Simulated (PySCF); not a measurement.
H2BrFO2Sn, singlet, geometry from GFN2-xTB (such geometries of metal compounds can be far from the true shape) (all electrons, no relativity); CASSCF(10,9)/STO-3G in PySCF.

Here is a job for PySCF.
```python
from pyscf import gto, scf, mcscf
import numpy

mol = gto.Mole()
mol.atom = '''
    O    -0.298542    2.085800    0.574897
    Sn   -0.451687    0.205877    0.289841
    O    -2.167343   -0.222205   -0.460259
    F    -0.514213   -0.668187    2.025462
    Br    1.444404   -0.589101   -0.983691
    H    -1.073489    2.490188    0.972020
    H    -2.541296   -1.060589   -0.181130
'''
mol.basis = 'sto-3g'
mol.charge = 0
mol.spin = 0
mol.verbose = 4
mol.build()

mf = scf.RHF(mol)
mf.kernel()
mc = mcscf.CASSCF(mf, 9, 10)
mc.fix_spin_(ss=0.0)
mc.kernel()
occ = numpy.linalg.eigvalsh(mc.fcisolver.make_rdm1(mc.ci, mc.ncas, mc.nelecas))[::-1]
ss = mc.fcisolver.spin_square(mc.ci, mc.ncas, mc.nelecas)[0]
print('natural occupations', occ.round(4), ' <S^2>', round(ss, 4))
```

Output, abridged:

```
PySCF version 2.14.0

[INPUT] verbose = 4
[INPUT] num. atoms = 7
[INPUT] num. electrons = 112
[INPUT] charge = 0
[INPUT] spin (= nelec alpha-beta = 2S) = 0
[INPUT] symmetry False subgroup None
[INPUT] Mole.unit = angstrom
[INPUT] Symbol           X                Y                Z      unit          X                Y                Z       unit  Magmom
[...]
nuclear repulsion = 935.062220268628
number of shells = 30
number of NR pGTOs = 186
number of NR cGTOs = 62
basis = sto-3g
ecp = {}

******** <class 'pyscf.scf.hf.RHF'> ********
method = RHF
initial guess = minao
damping factor = 0
level_shift factor = 0
DIIS = <class 'pyscf.scf.diis.CDIIS'>
diis_start_cycle = 1
diis_space = 8
diis_damp = 0
SCF conv_tol = 1e-09
SCF conv_tol_grad = None
SCF max_cycles = 50
direct_scf = True
direct_scf_tol = 1e-13
Set gradient conv threshold to 3.16228e-05
Initial guess from minao.
init E= -8734.16781546306
[...]
cycle= 1 E= -8754.80034341386  delta_E= -20.6  |g|= 0.552  |ddm|= 3.36
[...]
cycle= 2 E= -8754.92419244313  delta_E= -0.124  |g|= 0.11  |ddm|= 0.927
[...]
cycle= 3 E= -8754.93130572696  delta_E= -0.00711  |g|= 0.0351  |ddm|= 0.253
[...]
cycle= 4 E= -8754.93205645147  delta_E= -0.000751  |g|= 0.00632  |ddm|= 0.0841
[...]
cycle= 5 E= -8754.93209191886  delta_E= -3.55e-05  |g|= 0.00167  |ddm|= 0.0201
[...]
cycle= 6 E= -8754.93209456382  delta_E= -2.64e-06  |g|= 0.000401  |ddm|= 0.00583
[...]
cycle= 7 E= -8754.93209473942  delta_E= -1.76e-07  |g|= 9.52e-05  |ddm|= 0.00165
[...]
cycle= 8 E= -8754.93209475087  delta_E= -1.15e-08  |g|= 3.01e-05  |ddm|= 0.000404
[...]
cycle= 9 E= -8754.93209475205  delta_E= -1.18e-09  |g|= 8.51e-06  |ddm|= 0.000137
[...]
cycle= 10 E= -8754.93209475213  delta_E= -7.64e-11  |g|= 2.33e-06  |ddm|= 3.58e-05
[...]
Extra cycle  E= -8754.93209475214  delta_E= -5.46e-12  |g|= 1.07e-06  |ddm|= 6.1e-06
converged SCF energy = -8754.93209475214

******** <class 'pyscf.mcscf.mc1step.CASSCF'> ********
CAS (5e+5e, 9o), ncore = 51, nvir = 2
max_cycle_macro = 50
max_cycle_micro = 4
conv_tol = 1e-07
conv_tol_grad = None
orbital rotation max_stepsize = 0.02
orbital rotation threshold for CI restart = 0.01
augmented hessian ah_max_cycle = 30
augmented hessian ah_conv_tol = 1e-12
augmented hessian ah_linear dependence = 1e-14
augmented hessian ah_level shift = 1e-08
augmented hessian ah_start_tol = 2.5
augmented hessian ah_start_cycle = 3
augmented hessian ah_grad_trust_region = 3
kf_trust_region = 3
kf_interval = 4
ci_response_space = 4
ci_grad_trust_region = 3
with_dep4 0
natorb = False
canonicalization = True
sorting_mo_energy = False
ao2mo_level = 2
internal_rotation = False
******** <class 'pyscf.fci.addons.SpinPenaltyFCISolver'> ********
max. cycles = 50
conv_tol = 1e-08
davidson only = True
linear dependence = 1e-12
level shift = 0.001
max iter space = 12
nroots = 1
pspace_size = 400
spin = None
CASCI E = -8754.95395092971  S^2 = 0.0000000
Set conv_tol_grad to 0.000316228
macro iter   1 ( 21 JK    4 micro), CASSCF E = -8754.96908474358  dE = -1.51338139e-02  S^2 = 0.0000000
               |grad[o]|=0.0375  |grad[c]|=0.034  |ddm|=0.0763  |maxRot[o]|= 0.22
macro iter   2 ( 21 JK    4 micro), CASSCF E = -8754.98024496873  dE = -1.11602251e-02  S^2 = 0.0000000
               |grad[o]|=0.0206  |grad[c]|=0.0688  |ddm|=0.0746  |maxRot[o]|=0.225
macro iter   3 ( 21 JK    4 micro), CASSCF E = -8754.98503922686  dE = -4.79425813e-03  S^2 = 0.0000000
               |grad[o]|=0.0179  |grad[c]|=0.0404  |ddm|=0.026  |maxRot[o]|=0.101
macro iter   4 (  7 JK    2 micro), CASSCF E = -8754.98821653197  dE = -3.17730511e-03  S^2 = 0.0000000
               |grad[o]|=0.0113  |grad[c]|=0.0586  |ddm|=0.0236  |maxRot[o]|=0.0679
macro iter   5 (  7 JK    2 micro), CASSCF E = -8754.99018337559  dE = -1.96684363e-03  S^2 = 0.0000000
               |grad[o]|=0.00919  |grad[c]|=0.0369  |ddm|=0.0148  |maxRot[o]|=0.0698
macro iter   6 (  7 JK    2 micro), CASSCF E = -8754.99162466634  dE = -1.44129075e-03  S^2 = 0.0000000
[...]
               |grad[o]|=0.00128  |grad[c]|=0.00319  |ddm|=0.00108  |maxRot[o]|=0.0132
macro iter  33 (  6 JK    2 micro), CASSCF E = -8754.99408667586  dE = -3.56386627e-05  S^2 = 0.0000000
               |grad[o]|=0.000488  |grad[c]|=0.00267  |ddm|=0.00287  |maxRot[o]|=0.0251
macro iter  34 (  6 JK    2 micro), CASSCF E = -8754.99411506997  dE = -2.83941081e-05  S^2 = 0.0000000
               |grad[o]|=0.000477  |grad[c]|=0.00303  |ddm|=0.00294  |maxRot[o]|=0.0252
macro iter  35 ( 11 JK    3 micro), CASSCF E = -8754.99406724539  dE =  4.78245765e-05  S^2 = 0.0000000
               |grad[o]|=0.000401  |grad[c]|=0.00269  |ddm|=0.0019  |maxRot[o]|=0.0354
macro iter  36 ( 21 JK    4 micro), CASSCF E = -8754.99407372369  dE = -6.47830348e-06  S^2 = 0.0000000
               |grad[o]|=0.00126  |grad[c]|=0.00311  |ddm|=0.00104  |maxRot[o]|=0.012
macro iter  37 (  6 JK    2 micro), CASSCF E = -8754.99410734404  dE = -3.36203411e-05  S^2 = 0.0000000
               |grad[o]|=0.000464  |grad[c]|=0.0023  |ddm|=0.00265  |maxRot[o]|=0.025
macro iter  38 (  6 JK    2 micro), CASSCF E = -8754.99413184081  dE = -2.44967741e-05  S^2 = 0.0000000
               |grad[o]|=0.000436  |grad[c]|=0.00236  |ddm|=0.00256  |maxRot[o]|=0.0235
macro iter  39 ( 11 JK    3 micro), CASSCF E = -8754.99408930566  dE =  4.25351463e-05  S^2 = 0.0000000
               |grad[o]|=0.000357  |grad[c]|=0.00214  |ddm|=0.00181  |maxRot[o]|=0.0328
macro iter  40 ( 20 JK    4 micro), CASSCF E = -8754.99409257313  dE = -3.26746704e-06  S^2 = 0.0000000
               |grad[o]|=0.00116  |grad[c]|=0.00322  |ddm|=0.000899  |maxRot[o]|=0.00564
macro iter  41 (  7 JK    2 micro), CASSCF E = -8754.99412930532  dE = -3.67321863e-05  S^2 = 0.0000000
               |grad[o]|=0.00051  |grad[c]|=0.00215  |ddm|=0.00243  |maxRot[o]|=0.0288
macro iter  42 ( 11 JK    3 micro), CASSCF E = -8754.99408870056  dE =  4.06047529e-05  S^2 = 0.0000000
               |grad[o]|=0.000412  |grad[c]|=0.00305  |ddm|=0.00246  |maxRot[o]|=0.0286
macro iter  43 ( 21 JK    4 micro), CASSCF E = -8754.99408943161  dE = -7.31042746e-07  S^2 = 0.0000000
               |grad[o]|=0.000736  |grad[c]|=0.00271  |ddm|=0.000961  |maxRot[o]|=0.00929
macro iter  44 (  6 JK    2 micro), CASSCF E = -8754.99412032457  dE = -3.08929630e-05  S^2 = 0.0000000
               |grad[o]|=0.000429  |grad[c]|=0.00168  |ddm|=0.00222  |maxRot[o]|=0.0231
macro iter  45 (  5 JK    2 micro), CASSCF E = -8754.99413940339  dE = -1.90788178e-05  S^2 = 0.0000000
               |grad[o]|=0.000406  |grad[c]|=0.00137  |ddm|=0.00192  |maxRot[o]|=0.018
macro iter  46 (  9 JK    3 micro), CASSCF E = -8754.99409823804  dE =  4.11653436e-05  S^2 = 0.0000000
               |grad[o]|=0.000341  |grad[c]|=0.00177  |ddm|=0.00197  |maxRot[o]|=0.0301
macro iter  47 ( 21 JK    4 micro), CASSCF E = -8754.99409999371  dE = -1.75566674e-06  S^2 = 0.0000000
               |grad[o]|=0.000951  |grad[c]|=0.00319  |ddm|=0.000983  |maxRot[o]|=0.00577
macro iter  48 (  5 JK    2 micro), CASSCF E = -8754.99412075572  dE = -2.07620124e-05  S^2 = 0.0000000
               |grad[o]|=0.000403  |grad[c]|=0.00103  |ddm|=0.00133  |maxRot[o]|=0.0149
macro iter  49 (  5 JK    2 micro), CASSCF E = -8754.99414180667  dE = -2.10509497e-05  S^2 = 0.0000000
               |grad[o]|=0.000349  |grad[c]|=0.00129  |ddm|=0.00172  |maxRot[o]|=0.0187
macro iter  50 (  8 JK    3 micro), CASSCF E = -8754.99410694517  dE =  3.48614994e-05  S^2 = 0.0000000
               |grad[o]|=0.000327  |grad[c]|=0.00212  |ddm|=0.00182  |maxRot[o]|=0.0253
1-step CASSCF not converged,  50 macro (513 JK 133 micro) steps
CASSCF canonicalization
Density matrix diagonal elements [1.97718547 1.97908054 1.97534461 1.97826449 1.97259986 0.02874483
 0.035613   0.02695404 0.02621318]
CASSCF energy = -8754.99410694517
CASCI E = -8754.99410694517  E(CI) = -20.0869325631156  S^2 = 0.0000000
natural occupations [1.9941 1.9939 1.9786 1.9678 1.9511 0.0552 0.0305 0.0234 0.0055]  <S^2> 0.0
```

Convergence was not reached.
